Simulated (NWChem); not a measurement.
Species: BAsH₄; SMILES B[AsH2]

Computed with NWChem. All runs use the structure optimised with PBE0/def2-SVP. Gas phase, vertical.

CAM-B3LYP/def2-SVPD, TDA puts singlet state 1 at 4.57 eV with oscillator strength 0.073.

Problem. Give the wavelength, the transition dipole and the radiative lifetime of that state in vacuum.

Solution. 
1. λ = 1239.84/4.57 = 271 nm, or 36860 cm⁻¹.
2. f = (2/3) ΔE μ² in atomic units, so μ = √(1.5 f/ΔE) = 0.81 a.u. = 2.05 D.
3. τ = 1.499 s cm⁻² / (f ν²) = 15 ns, for a non-degenerate state that emits at the vertical energy.
